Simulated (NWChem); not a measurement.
System: CH5AsGa cation; SMILES [CH3][Ga+][AsH2]

Excerpt of the output:

```
             Northwest Computational Chemistry Package (NWChem) 7.3.0
             --------------------------------------------------------

 C1  symmetry detected

                             Geometry "geometry" -> ""
                             -------------------------

 Output coordinates in angstroms (scale by  1.889725989 to convert to a.u.)

  No.       Tag          Charge          X              Y              Z
 ---- ---------------- ---------- -------------- -------------- --------------
    1 Ga                  31.0000    -0.00003504    -0.87978239     0.00006569
    2 C                    6.0000     0.00032952    -2.83374214     0.05073345
    3 H                    1.0000     0.76561055    -3.20418984    -0.63910451
    4 H                    1.0000    -0.98788571    -3.19338662    -0.25459695
    5 H                    1.0000     0.22194082    -3.15814125     1.07289762
    6 As                  33.0000     0.00015406     1.54303321     0.04724873
    7 H                    1.0000    -1.10510528     1.45586809    -1.01936536
    8 H                    1.0000     1.09946453     1.45546070    -1.02547594

 Effective nuclear repulsion energy (a.u.)     374.3427861425

                                 NWChem DFT Module
                                 -----------------

 Summary of "ao basis" -> "ao basis" (spherical)
 ------------------------------------------------------------------------------
       Tag                 Description            Shells   Functions and Types
 ---------------- ------------------------------  ------  ---------------------
 Ga                         def2-svp                12       32   5s4p3d
 C                          def2-svp                 6       14   3s2p1d
 H                          def2-svp                 3        5   2s1p
 As                         def2-svp                12       32   5s4p3d

            General Information
            -------------------
          SCF calculation type: DFT
          Wavefunction type:  closed shell.
          No. of atoms     :     8
          No. of electrons :    74
           Alpha electrons :    37
            Beta electrons :    37
          Charge           :     1
          Spin multiplicity:     1
          Use of symmetry is: off; symmetry adaption is: off
          Maximum number of iterations: 150
          AO basis - number of functions:   103
                     number of shells:    45
          Convergence on energy requested:  1.00D-06
          Convergence on density requested:  1.00D-05
          Convergence on gradient requested:  5.00D-04

              XC Information
              --------------
                         B3LYP Method XC Potential
                     Hartree-Fock (Exact) Exchange  0.200
                        Slater Exchange Functional  0.800 local
                    Becke 1988 Exchange Functional  0.720 non-local
              Lee-Yang-Parr Correlation Functional  0.810
                  VWN I RPA Correlation Functional  0.190 local

             Grid Information
             ----------------
          Grid used for XC integration:  medium
          Radial quadrature: Mura-Knowles
          Angular quadrature: Lebedev.
          Tag              B.-S. Rad. Rad. Pts. Rad. Cut. Ang. Pts.
          ---              ---------- --------- --------- ---------
          Ga                  1.30      112           9.0       590
          C                   0.70       49          12.0       434
          H                   0.35       45          13.0       434
          As                  1.15      112          12.0       590
          Grid pruning is: on
          Number of quadrature shells:   498
          Spatial weights used:  Erf1

      Superposition of Atomic Density Guess
      -------------------------------------

 Sum of atomic energies:       -4196.95669340

 Renormalizing density from      75.00 to     74

      Non-variational initial energy
      ------------------------------

 Total energy =   -4163.731694
 1-e energy   =   -6510.374685
 2-e energy   =    1972.300205
 HOMO         =      -0.592661
 LUMO         =      -0.316492

     ---------------------------------------------
      Total Density - Mulliken Population Analysis
     ---------------------------------------------

    Atom       Charge   Shell Charges
 -----------   ------   -------------------------------------------------------
    1 Ga  31    30.29   2.00  2.00  2.01  1.31  0.19  6.00  6.01  0.52  0.15  8.47  1.49  0.14
    2 C    6     6.45   1.99  0.99  0.22  2.12  1.12  0.01
    3 H    1     0.79   0.62  0.14  0.03
    4 H    1     0.79   0.62  0.14  0.03
    5 H    1     0.79   0.62  0.14  0.03
    6 As  33    33.31   2.00  2.00  2.00  1.56  0.19  6.00  6.01  1.87  1.60  8.46  1.51  0.10
    7 H    1     0.80   0.56  0.22  0.02
    8 H    1     0.80   0.56  0.22  0.02

   convergence    iter        energy       DeltaE   RMS-Dens  Diis-err
 ---------------- ----- ----------------- --------- --------- ---------
 d= 0,ls=0.0,diis     1  -4200.8219926661 -4.58D+03  2.13D-02  6.41D+00
 d= 0,ls=0.0,diis     2  -4200.6677891161  1.54D-01  1.34D-02  1.03D+01
 d= 0,ls=0.0,diis     3  -4201.1319474093 -4.64D-01  1.80D-03  5.70D-02
 d= 0,ls=0.0,diis     4  -4201.1350127635 -3.07D-03  6.56D-04  1.02D-02
 d= 0,ls=0.0,diis     5  -4201.1358605670 -8.48D-04  1.38D-04  4.31D-04
  Resetting Diis
 d= 0,ls=0.0,diis     6  -4201.1359145534 -5.40D-05  5.82D-05  1.42D-05
 d= 0,ls=0.0,diis     7  -4201.1359161902 -1.64D-06  5.23D-05  3.03D-06
 d= 0,ls=0.0,diis     8  -4201.1359153733  8.17D-07  2.94D-05  9.08D-06
 d= 0,ls=0.0,diis     9  -4201.1359167576 -1.38D-06  2.67D-06  4.75D-08
 d= 0,ls=0.0,diis    10  -4201.1359167665 -8.89D-09  3.82D-07  2.77D-09

         Total DFT energy =    -4201.135916766463
      One electron energy =    -6582.582655798677
           Coulomb energy =     2172.313769370126
    Exchange-Corr. energy =     -165.209816480458
 Nuclear repulsion energy =      374.342786142547

 Numeric. integr. density =       73.999977504157

                       DFT Final Molecular Orbital Analysis
                       ------------------------------------

 Vector   35  Occ=2.000000D+00  E=-5.589552D-01
              MO Center= -2.5D-03,  1.4D+00, -5.7D-01, r^2= 2.1D+00
   Bfn.  Coefficient  Atom+Function         Bfn.  Coefficient  Atom+Function
  ----- ------------  ---------------      ----- ------------  ---------------
    73      0.366266  6 As px                94     -0.315326  7 H  s
    99      0.315365  8 H  s                 76      0.233137  6 As px
    70     -0.222789  6 As px                95     -0.147512  7 H  s
   100      0.147535  8 H  s                 67      0.072679  6 As px
    82     -0.063054  6 As d  1              12      0.052849  1 Ga px

 Vector   36  Occ=2.000000D+00  E=-5.043487D-01
              MO Center=  2.6D-04,  5.5D-01, -2.8D-02, r^2= 4.2D+00
   Bfn.  Coefficient  Atom+Function         Bfn.  Coefficient  Atom+Function
  ----- ------------  ---------------      ----- ------------  ---------------
    75      0.338557  6 As pz                78      0.263897  6 As pz
    65      0.261395  6 As s                 37     -0.211436  2 C  py
    13      0.209858  1 Ga py                94     -0.207019  7 H  s
    99     -0.207038  8 H  s                 72     -0.204745  6 As pz
    66      0.170012  6 As s                 64     -0.159206  6 As s

 Vector   37  Occ=2.000000D+00  E=-4.700820D-01
              MO Center=  2.6D-04,  4.1D-01,  5.6D-02, r^2= 5.0D+00
   Bfn.  Coefficient  Atom+Function         Bfn.  Coefficient  Atom+Function
  ----- ------------  ---------------      ----- ------------  ---------------
    65      0.347657  6 As s                 74      0.302975  6 As py
    13     -0.271143  1 Ga py                37      0.267413  2 C  py
    77      0.265052  6 As py                64     -0.203424  6 As s
    75      0.182984  6 As pz                71     -0.181420  6 As py
    78      0.179256  6 As pz                66      0.175777  6 As s

 Vector   38  Occ=0.000000D+00  E=-2.627480D-01
              MO Center=  3.9D-03, -7.4D-01,  4.3D-03, r^2= 3.5D+00
   Bfn.  Coefficient  Atom+Function         Bfn.  Coefficient  Atom+Function
  ----- ------------  ---------------      ----- ------------  ---------------
    15      0.630869  1 Ga px                12      0.526555  1 Ga px
     9     -0.245826  1 Ga px               100     -0.168315  8 H  s
    53      0.167417  4 H  s                 95      0.167856  7 H  s
    48     -0.131465  3 H  s                 94      0.114042  7 H  s
    99     -0.114416  8 H  s                 52      0.108031  4 H  s

 Vector   39  Occ=0.000000D+00  E=-2.589275D-01
              MO Center= -5.1D-03, -5.7D-01, -3.1D-01, r^2= 4.0D+00
   Bfn.  Coefficient  Atom+Function         Bfn.  Coefficient  Atom+Function
  ----- ------------  ---------------      ----- ------------  ---------------
    17      0.573896  1 Ga pz                14      0.482169  1 Ga pz
    77     -0.262145  6 As py                 4     -0.256993  1 Ga s
    11     -0.224345  1 Ga pz                 5     -0.217968  1 Ga s
    58     -0.192729  5 H  s                 74     -0.177684  6 As py
    35      0.156869  2 C  s                 95      0.123979  7 H  s

 Vector   40  Occ=0.000000D+00  E=-2.410238D-01
              MO Center=  8.6D-04, -3.1D-01,  3.6D-01, r^2= 5.0D+00
   Bfn.  Coefficient  Atom+Function         Bfn.  Coefficient  Atom+Function
  ----- ------------  ---------------      ----- ------------  ---------------
     5      0.594299  1 Ga s                 77      0.543184  6 As py
     4      0.512719  1 Ga s                 35     -0.414917  2 C  s
    74      0.321424  6 As py                17      0.299040  1 Ga pz
    37     -0.269906  2 C  py                40     -0.262787  2 C  py
    66     -0.248278  6 As s                  3     -0.229273  1 Ga s

     ---------------------------------------------
      Total Density - Mulliken Population Analysis
     ---------------------------------------------

    Atom       Charge   Shell Charges
 -----------   ------   -------------------------------------------------------
    1 Ga  31    30.52   2.00  2.00  1.99  1.39  0.17  6.00  5.98  0.68  0.22  8.03  1.84  0.23
    2 C    6     6.16   1.98  0.91  0.20  2.10  0.96  0.02
    3 H    1     0.88   0.72  0.14  0.03
    4 H    1     0.88   0.72  0.14  0.03
    5 H    1     0.88   0.72  0.14  0.03
    6 As  33    32.75   2.00  2.00  1.99  1.49  0.28  6.00  5.97  1.55  1.39  8.13  1.79  0.15
    7 H    1     0.96   0.69  0.25  0.02
    8 H    1     0.96   0.69  0.25  0.02

     -------------------------------------------
      Total Density - Lowdin Population Analysis
     -------------------------------------------

    Atom       Charge   Shell Charges
 -----------   ------   -------------------------------------------------------
    1 Ga  31    30.38   2.00  2.00  1.96  0.90  0.34  5.99  5.83  0.76  0.42  7.76  2.03  0.39
    2 C    6     6.18   1.96  0.58  0.33  1.86  1.40  0.04
    3 H    1     0.92   0.61  0.24  0.07
    4 H    1     0.92   0.61  0.24  0.07
    5 H    1     0.92   0.61  0.24  0.07
    6 As  33    32.73   2.00  2.00  1.96  1.05  0.51  5.99  5.80  1.58  1.71  7.81  2.04  0.28
    7 H    1     0.98   0.59  0.35  0.04
    8 H    1     0.98   0.59  0.35  0.04

     Multipole analysis of the density
     ---------------------------------

     L   x y z        total         alpha         beta         nuclear
     -   - - -        -----         -----         ----         -------
     0   0 0 0      1.000000    -37.000000    -37.000000     75.000000

     1   1 0 0     -0.000796     -0.000398     -0.000398     -0.000000
     1   0 1 0     -1.187755     -0.593877     -0.593877      0.000000
     1   0 0 1     -0.175357     -0.087679     -0.087679      0.000000

     2   2 0 0    -26.378815    -20.405487    -20.405487     14.432159
     2   1 1 0     -0.000113      0.008591      0.008591     -0.017296
     2   1 0 1     -0.002398     -0.000662     -0.000662     -0.001074
     2   0 2 0    -17.572158   -339.864485   -339.864485    662.156812
     2   0 1 1     -1.055574      2.976497      2.976497     -7.008569
     2   0 0 2    -27.337931    -20.461494    -20.461494     13.585058
```

Level: B3LYP/def2-SVP. The geometry was optimised at B3LYP/6-31G* (spherical d).

Task: Write an input that gives this output.

Result: Several could match; the one computed here: the input that was run:
```
start job
memory heap 200 mb stack 900 mb global 1100 mb
charge 1
geometry units angstroms noautoz
  Ga     0.000323    -0.942341    -0.002336
  C      0.002960    -2.896674     0.030855
  H      0.730135    -3.260778    -0.702226
  H     -1.000263    -3.253837    -0.224328
  H      0.278895    -3.230097     1.036765
  As     0.003582     1.479959     0.066321
  H     -1.157206     1.402007    -0.940335
  H      1.043876     1.402209    -1.064446
end
basis spherical
  Ga library def2-svp
  C library def2-svp
  H library def2-svp
  As library def2-svp
end
dft
  xc b3lyp
  iterations 150
  mulliken
end
task dft energy
```
